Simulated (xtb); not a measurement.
H$_{6}$NSi$_{2}$, doublet, from a rough starting geometry; xtb with GFN2-xTB.

Here is a job for xtb.
```
$ xtb mol.xyz --gfn 2 --uhf 1 --opt vtight --json

# file mol.xyz
9

Si     1.66769670    -0.23194650     0.06355148
N      0.04832948     0.06281463    -0.19628688
Si    -1.65172700     0.15944067     0.01702529
H      2.13641555    -1.10043279    -1.02360730
H      2.35602701     1.06223705    -0.04181515
H      1.81804272    -0.86549368     1.39241771
H     -2.18812753    -0.61820998     0.98553392
H     -2.22221290    -0.24760181    -1.35521636
H     -1.98713833     1.61291802     0.20775460
```

Task: Write the output that xtb gives for this input, abridged.

Result: 
```
   ID    Z sym.   atoms
    1   14 Si     1, 3
    2    7 N      2
    3    1 H      4-9

           -------------------------------------------------
          |                Calculation Setup                |
           -------------------------------------------------

           -------------------------------------------------
          |                 G F N 2 - x T B                 |
           -------------------------------------------------

          ...................................................
          :                      SETUP                      :
          :.................................................:
          :  # basis functions                  30          :
          :  # atomic orbitals                  28          :
          :  # shells                           14          :
          :  # electrons                        19          :
          :  max. iterations                   250          :
          :  Hamiltonian                  GFN2-xTB          :
          :  restarted?                      false          :
          :  GBSA solvation                  false          :
          :  PC potential                    false          :
          :  electronic temp.          300.0000000     K    :
          :  accuracy                    1.0000000          :
          :  -> integral cutoff          0.2500000E+02      :
          :  -> integral neglect         0.1000000E-07      :
          :  -> SCF convergence          0.1000000E-05 Eh   :
          :  -> wf. convergence          0.1000000E-03 e    :
          :  Broyden damping             0.4000000          :
          :  net charge                          0          :
          :  unpaired electrons                  1          :
          ...................................................

 iter      E             dE          RMSdq      gap      omega  full diag
   1     -9.4145113 -0.941451E+01  0.579E+00    5.03       0.0  T
   2     -9.4958292 -0.813179E-01  0.303E+00    5.20       1.0  T
   3     -9.4970376 -0.120840E-02  0.223E+00    4.99       1.0  T
   4     -9.5015835 -0.454590E-02  0.748E-01    5.04       1.0  T
   5     -9.5011591  0.424396E-03  0.615E-01    5.11       1.0  T
   6     -9.5017780 -0.618963E-03  0.246E-01    5.09       1.0  T
   7     -9.5018198 -0.417359E-04  0.107E-01    5.07       1.0  T
   8     -9.5018154  0.437428E-05  0.103E-01    5.09       1.0  T
   9     -9.5018453 -0.299089E-04  0.440E-02    5.08       1.0  T
  10     -9.5018486 -0.327096E-05  0.171E-02    5.08       1.9  T
  11     -9.5018489 -0.387694E-06  0.102E-02    5.08       3.3  T
  12     -9.5018492 -0.203645E-06  0.250E-03    5.08      13.3  T
  13     -9.5018492 -0.220000E-08  0.226E-03    5.08      14.7  T
  14     -9.5018492 -0.566553E-08  0.121E-03    5.08      27.6  T
  15     -9.5018492 -0.243784E-08  0.819E-05    5.08     407.1  T
  16     -9.5018492 -0.114770E-10  0.615E-05    5.08     542.4  T

   *** convergence criteria satisfied after 16 iterations ***

         :::::::::::::::::::::::::::::::::::::::::::::::::::::
         ::                     SUMMARY                     ::
         :::::::::::::::::::::::::::::::::::::::::::::::::::::
         :: total energy              -9.400225778157 Eh    ::
         :: gradient norm              0.108673282106 Eh/a0 ::
         :: HOMO-LUMO gap              5.080332197865 eV    ::
         ::.................................................::
         :: SCC energy                -9.501845923197 Eh    ::
         :: -> isotropic ES            0.030434639057 Eh    ::
         :: -> anisotropic ES          0.006323627222 Eh    ::
         :: -> anisotropic XC          0.008840459775 Eh    ::
         :: -> dispersion             -0.004996014245 Eh    ::
         :: repulsion energy           0.101620145040 Eh    ::
         :: add. restraining           0.000000000000 Eh    ::
         :: total charge               0.000000000000 e     ::
         :::::::::::::::::::::::::::::::::::::::::::::::::::::

      -----------------------------------------------------------
     |                   =====================                   |
     |                        A N C O P T                        |
     |                   =====================                   |
     |               Approximate Normal Coordinate               |
     |                Rational Function Optimizer                |
      -----------------------------------------------------------
      -----------------------------------------------------------
     |                   =====================                   |
     |                        A N C O P T                        |
     |                   =====================                   |
     |               Approximate Normal Coordinate               |
     |                Rational Function Optimizer                |
      -----------------------------------------------------------

          ...................................................
          :                      SETUP                      :
          :.................................................:
          :   optimization level         verytight          :
          :   max. optcycles                   200          :
          :   ANC micro-cycles                  20          :
          :   degrees of freedom                21          :
          :.................................................:
          :   RF solver                   davidson          :
          :   write xtbopt.log                true          :
          :   linear?                        false          :
          :   energy convergence         0.1000000E-06 Eh   :
          :   grad. convergence          0.2000000E-03 Eh/α :
          :   maxmium RF displ.          1.0000000          :
          :   Hlow (freq-cutoff)         0.1000000E-01      :
          :   Hmax (freq-cutoff)         5.0000000          :
[...]
 * total energy  :    -9.4091483 Eh     change       -0.8174386E-05 Eh
 * total energy  :    -9.4091666 Eh     change       -0.1830629E-04 Eh
 * total energy  :    -9.4091736 Eh     change       -0.7019029E-05 Eh
 * total energy  :    -9.4091964 Eh     change       -0.2276670E-04 Eh
 * total energy  :    -9.4092173 Eh     change       -0.2086068E-04 Eh
 * total energy  :    -9.4092359 Eh     change       -0.1868323E-04 Eh
 * total energy  :    -9.4092514 Eh     change       -0.1542265E-04 Eh
 * total energy  :    -9.4092601 Eh     change       -0.8678517E-05 Eh
 * total energy  :    -9.4092633 Eh     change       -0.3245074E-05 Eh
 * total energy  :    -9.4092657 Eh     change       -0.2447070E-05 Eh
 * total energy  :    -9.4092661 Eh     change       -0.3095884E-06 Eh
 * total energy  :    -9.4092662 Eh     change       -0.1076233E-06 Eh
 * total energy  :    -9.4092662 Eh     change       -0.6713874E-07 Eh
   *** GEOMETRY OPTIMIZATION CONVERGED AFTER 18 ITERATIONS ***
[...]
   2     -9.5059297  0.343903E-11  0.775E-05    5.15     430.0  T
   3     -9.5059297 -0.838440E-11  0.413E-05    5.15     807.9  T

   *** convergence criteria satisfied after 3 iterations ***

         :::::::::::::::::::::::::::::::::::::::::::::::::::::
         ::                     SUMMARY                     ::
         :::::::::::::::::::::::::::::::::::::::::::::::::::::
         :: total energy              -9.409266227515 Eh    ::
         :: gradient norm              0.000066434407 Eh/a0 ::
         :: HOMO-LUMO gap              5.153918947093 eV    ::
         ::.................................................::
         :: SCC energy                -9.505926426005 Eh    ::
         :: -> isotropic ES            0.029794542281 Eh    ::
         :: -> anisotropic ES          0.006143352697 Eh    ::
         :: -> anisotropic XC          0.009032082150 Eh    ::
         :: -> dispersion             -0.004971863422 Eh    ::
         :: repulsion energy           0.096660198490 Eh    ::
         :: add. restraining           0.000000000000 Eh    ::
         :: total charge              -0.000000000000 e     ::
         :::::::::::::::::::::::::::::::::::::::::::::::::::::

           -------------------------------------------------
          |                Property Printout                |
           -------------------------------------------------

    * Orbital Energies and Occupations

         #    Occupation            Energy/Eh            Energy/eV
      -------------------------------------------------------------
         1        2.0000           -0.7162356             -19.4898
         2        2.0000           -0.6965508             -18.9541
         3        2.0000           -0.5118404             -13.9279
         4        2.0000           -0.4337995             -11.8043
         5        2.0000           -0.4337828             -11.8038
         6        2.0000           -0.4282512             -11.6533
         7        2.0000           -0.4194402             -11.4135
         8        2.0000           -0.4194234             -11.4131
         9        1.5011           -0.3759247             -10.2294
        10        1.4989           -0.3759161             -10.2292 (HOMO)
        11                         -0.1865131              -5.0753 (LUMO)
        12                         -0.1622462              -4.4149
        13                         -0.1621791              -4.4131
        14                         -0.1404390              -3.8215
        15                         -0.1374897              -3.7413
        16                         -0.1373556              -3.7376
        17                         -0.0655217              -1.7829
        18                         -0.0653985              -1.7796
        19                          0.0438131               1.1922
        20                          0.0440576               1.1989
        21                          0.2768051               7.5323
       ...                                ...                  ...
        28                          0.7955331              21.6476
      -------------------------------------------------------------
                  HL-Gap            0.1894030 Eh            5.1539 eV
             Fermi-level           -0.3285675 Eh           -8.9408 eV

     #   Z          covCN         q      C6AA      α(0)
     1  14 Si       3.583     0.459    99.390    19.164
     2   7 N        1.642    -0.370    30.203     8.104
     3  14 Si       3.583     0.459    99.390    19.164
     4   1 H        0.917    -0.091     5.270     3.591
     5   1 H        0.917    -0.091     5.265     3.589
     6   1 H        0.917    -0.091     5.266     3.589
     7   1 H        0.917    -0.091     5.266     3.589
     8   1 H        0.917    -0.091     5.270     3.591
     9   1 H        0.917    -0.091     5.265     3.589

 Mol. C6AA /au·bohr⁶  :       1515.185532
 Mol. C8AA /au·bohr⁸  :      57991.483643
 Mol. α(0) /au        :         67.969071

Wiberg/Mayer (AO) data.
largest (>0.10) Wiberg bond orders for each atom

 ---------------------------------------------------------------------------
     #   Z sym  total        # sym  WBO       # sym  WBO       # sym  WBO
 ---------------------------------------------------------------------------
     1  14 Si   3.836 --     2 N    1.224     6 H    0.852     5 H    0.852
                             4 H    0.851
     2   7 N    2.677 --     3 Si   1.224     1 Si   1.224
     3  14 Si   3.836 --     2 N    1.224     9 H    0.852     7 H    0.852
                             8 H    0.851
     4   1 H    0.951 --     1 Si   0.851
     5   1 H    0.951 --     1 Si   0.852
     6   1 H    0.951 --     1 Si   0.852
     7   1 H    0.951 --     3 Si   0.852
     8   1 H    0.951 --     3 Si   0.851
     9   1 H    0.951 --     3 Si   0.852
 ---------------------------------------------------------------------------

Topologies differ in total number of bonds
Writing topology from bond orders to xtbtopo.mol

molecular dipole:
                 x           y           z       tot (Debye)
 q only:       -0.000      -0.002      -0.002
   full:       -0.000      -0.005      -0.005       0.017
molecular quadrupole (traceless):
                xx          xy          yy          xz          yz          zz
 q only:        2.025      -0.396      -0.988       0.116      -0.016      -1.037
  q+dip:        2.728      -0.534      -1.331       0.156      -0.022      -1.397
   full:        2.781      -0.544      -1.357       0.159      -0.021      -1.423

optimized geometry written to: xtbopt.xyz

           -------------------------------------------------
          | TOTAL ENERGY               -9.409266227515 Eh   |
          | GRADIENT NORM               0.000066434407 Eh/α |
          | HOMO-LUMO GAP               5.153918947093 eV   |
           -------------------------------------------------

normal termination of xtb
```
